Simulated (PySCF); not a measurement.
Species: CH5O2Si (doublet state).
Geometry (GFN2-xTB, Å), atoms numbered from 1 in this order:
```
atom  x, y, z in Å
C1     1.2434   -0.3301    0.0224
Si2   -0.4644    0.1378   -0.6886
O3    -1.6618   -0.6361    0.1442
O4    -0.8021    1.7113   -0.4699
H5     1.5307   -1.3414   -0.2471
H6     1.2265   -0.2615    1.1098
H7     2.0091    0.3440   -0.3445
H8    -1.6767   -1.5853    0.2075
H9    -1.3912    1.9672    0.2410
```

The hyperfine couplings belong to this conformer and change with its torsions.

Identity: `C[Si](O)O` [radical].

Computed, not measured: UKS B3LYP, pcH-1 on C H O Si, non-relativistic, mean-field spin-orbit, GIAO in PySCF 2.14.0. One conformer (not necessarily the lowest) at the GFN2-xTB geometry, without solvent, vibrations or thermal averaging. Couplings are sensitive to structure, and on GFN2-xTB geometries they can be far from those on DFT ones, by a factor of two or more for some ions and for spin on atoms past the first row. The SCF solution wasn't tested for stability.

Question: What is the g tensor, term by term?

Answer: 
```json
{"Δg (ppm)": "relativistic mass correction", "1": "-181", "2": "-181", "3": "-181"}
{"Δg (ppm)": "gauge correction", "1": "76", "2": "28", "3": "81"}
{"Δg (ppm)": "orbital Zeeman/spin–orbit", "1": "-1433", "2": "-26", "3": "451"}
{"Δg (ppm)": "total", "1": "-1538", "2": "-178", "3": "352"}
```

So g = 2.00078, 2.00214, 2.00267 and g_iso = 2.00186; the tensor is rhombic: the two nearest values differ by 28 % of g3 − g1. 

Question: What are the electron Larmor frequencies g μB B/h along the three axes at 330 mT?

Answer: 9.2411, 9.2474, 9.2499 GHz for g1, g2 and g3, a range of 8.7 MHz.

Question: At 93.812 GHz, how far is the centre of the isotropic spectrum from where a free electron (g = 2.002319) resonates?

Answer: B = hν/(g μB) with μB/h = 13.99624 MHz/mT gives 3347.45 mT for the free electron and 3348.21 mT at g_iso, 0.76 mT higher.

Question: In a frozen sample, at which fields do the three g values resonate at 9.5, 34, 94 and 263 GHz (hyperfine left aside), and which band first spreads them over more than twice a line width of 0.3 mT?

Answer: 
```json
{"band": "X", "GHz": "9.5", "B(g3) mT": "338.92", "B(g2) mT": "339.01", "B(g1) mT": "339.24", "spread mT": "0.32"}
{"band": "Q", "GHz": "34.0", "B(g3) mT": "1212.99", "B(g2) mT": "1213.31", "B(g1) mT": "1214.14", "spread mT": "1.15"}
{"band": "W", "GHz": "94.0", "B(g3) mT": "3353.56", "B(g2) mT": "3354.45", "B(g1) mT": "3356.73", "spread mT": "3.17"}
{"band": "J", "GHz": "263.0", "B(g3) mT": "9382.85", "B(g2) mT": "9385.33", "B(g1) mT": "9391.71", "spread mT": "8.86"}
```

The spread grows in proportion to the frequency. Q band is the first where it exceeds 0.6 mT.

Largest spin populations (Mulliken): Si2 (+0.79) and C1 (+0.09). No atom but Si2 exceeds +0.15. The angles at Si2 add up to 325.8°, so it is pyramidal.

The HOMO–LUMO gaps are 5.94 eV among the α and 6.60 eV among the β orbitals.
